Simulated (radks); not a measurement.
La II, 56 electrons, occupied as [Xe] 5d2.

All-electron calculation, scalar-relativistic Kohn-Sham, LB94 model potential, spin-polarised, spherical densities, finite nucleus; open shells are filled with parallel spins first (spin-orbit coupling, left out, can overturn this in heavy ions); Fermi nuclear charge, rms radius 4.855 fm. Program: a radial shooting solver on a logarithmic mesh with Libxc functionals.

Energy parts (eV):
kinetic: 245172.97
electron-nucleus: -560030.72
Hartree: 89292.75
(The LB94 potential has no energy functional, so no total or exchange-correlation energy is given.)

Orbitals (lengths in bohr, moments of r in powers of bohr; r(90%) holds 90 % of the orbital's charge):
[
 {"orbital": "1s down", "occ.": "1", "eigenvalue (eV)": "-38923.63", "r(90%)": "0.0451", "<1/r>": "62.07", "<r>": "0.02503"},
 {"orbital": "1s up", "occ.": "1", "eigenvalue (eV)": "-38923.63", "r(90%)": "0.0451", "<1/r>": "62.07", "<r>": "0.02503"},
 {"orbital": "2s up", "occ.": "1", "eigenvalue (eV)": "-6218.946", "r(90%)": "0.166", "<1/r>": "14.29", "<r>": "0.1072"},
 {"orbital": "2s down", "occ.": "1", "eigenvalue (eV)": "-6218.928", "r(90%)": "0.166", "<1/r>": "14.29", "<r>": "0.1072"},
 {"orbital": "2p up", "occ.": "3", "eigenvalue (eV)": "-5580.543", "r(90%)": "0.153", "<1/r>": "13.58", "<r>": "0.09400"},
 {"orbital": "2p down", "occ.": "3", "eigenvalue (eV)": "-5580.533", "r(90%)": "0.153", "<1/r>": "13.58", "<r>": "0.09400"},
 {"orbital": "3s up", "occ.": "1", "eigenvalue (eV)": "-1345.723", "r(90%)": "0.417", "<1/r>": "5.166", "<r>": "0.2848"},
 {"orbital": "3s down", "occ.": "1", "eigenvalue (eV)": "-1345.707", "r(90%)": "0.417", "<1/r>": "5.165", "<r>": "0.2848"},
 {"orbital": "3p up", "occ.": "3", "eigenvalue (eV)": "-1141.172", "r(90%)": "0.423", "<1/r>": "4.904", "<r>": "0.2826"},
 {"orbital": "3p down", "occ.": "3", "eigenvalue (eV)": "-1141.152", "r(90%)": "0.423", "<1/r>": "4.904", "<r>": "0.2826"},
 {"orbital": "3d up", "occ.": "5", "eigenvalue (eV)": "-846.1504", "r(90%)": "0.405", "<1/r>": "4.659", "<r>": "0.2592"},
 {"orbital": "3d down", "occ.": "5", "eigenvalue (eV)": "-846.1135", "r(90%)": "0.405", "<1/r>": "4.659", "<r>": "0.2592"},
 {"orbital": "4s up", "occ.": "1", "eigenvalue (eV)": "-278.2635", "r(90%)": "0.941", "<1/r>": "2.147", "<r>": "0.6547"},
 {"orbital": "4s down", "occ.": "1", "eigenvalue (eV)": "-278.1680", "r(90%)": "0.941", "<1/r>": "2.147", "<r>": "0.6548"},
 {"orbital": "4p up", "occ.": "3", "eigenvalue (eV)": "-212.1033", "r(90%)": "1.01", "<1/r>": "1.981", "<r>": "0.6934"},
 {"orbital": "4p down", "occ.": "3", "eigenvalue (eV)": "-212.0255", "r(90%)": "1.01", "<1/r>": "1.980", "<r>": "0.6936"},
 {"orbital": "4d up", "occ.": "5", "eigenvalue (eV)": "-116.1679", "r(90%)": "1.15", "<1/r>": "1.729", "<r>": "0.7646"},
 {"orbital": "4d down", "occ.": "5", "eigenvalue (eV)": "-116.1408", "r(90%)": "1.15", "<1/r>": "1.728", "<r>": "0.7653"},
 {"orbital": "5s down", "occ.": "1", "eigenvalue (eV)": "-48.4296", "r(90%)": "2.23", "<1/r>": "0.8654", "<r>": "1.544"},
 {"orbital": "5s up", "occ.": "1", "eigenvalue (eV)": "-48.0729", "r(90%)": "2.23", "<1/r>": "0.8657", "<r>": "1.544"},
 {"orbital": "5p down", "occ.": "3", "eigenvalue (eV)": "-31.6206", "r(90%)": "2.65", "<1/r>": "0.7293", "<r>": "1.806"},
 {"orbital": "5p up", "occ.": "3", "eigenvalue (eV)": "-31.2538", "r(90%)": "2.64", "<1/r>": "0.7298", "<r>": "1.804"},
 {"orbital": "4f down", "occ.": "0", "eigenvalue (eV)": "-15.9019", "r(90%)": "1.88", "<1/r>": "1.199", "<r>": "1.100"},
 {"orbital": "4f up", "occ.": "0", "eigenvalue (eV)": "-15.7674", "r(90%)": "1.87", "<1/r>": "1.204", "<r>": "1.091"},
 {"orbital": "6s down", "occ.": "0", "eigenvalue (eV)": "-12.4829", "r(90%)": "5.53", "<1/r>": "0.3284", "<r>": "3.874"},
 {"orbital": "5d down", "occ.": "0", "eigenvalue (eV)": "-12.3453", "r(90%)": "4.29", "<1/r>": "0.4591", "<r>": "2.798"},
 {"orbital": "6s up", "occ.": "0", "eigenvalue (eV)": "-11.8960", "r(90%)": "5.52", "<1/r>": "0.3303", "<r>": "3.862"},
 {"orbital": "5d up", "occ.": "2", "eigenvalue (eV)": "-11.8894", "r(90%)": "4.24", "<1/r>": "0.4633", "<r>": "2.772"}
]

The highest occupied level is 5d up at -11.889 eV. The configuration is held as typed, so some empty levels lie below it. The electron density at the nucleus is 3.648e+05 e/bohr^3 (large components only). The density falls to 0.001 e/bohr^3 at r = 4.34 bohr. The spin density at the nucleus is 0.4418 e/bohr^3 (1s 0.0167, 2s -0.1905, 3s 0.2972, 4s 0.1621, 5s 0.1563). Summed over all electrons, <r^2> = 58.08 bohr^2, which gives a Langevin (diamagnetic) susceptibility term of -46 x 10^-6 cm^3/mol. For comparison, the ionisation energy in NIST's Atomic Spectra Database is 11.185 eV (measured). In exact Kohn-Sham theory the highest level is minus the ionisation energy, but local and semilocal functionals leave it too shallow, through self-interaction and a potential that decays too fast; potentials with the right tail come closer. Spin moment in Bohr magnetons: 2.
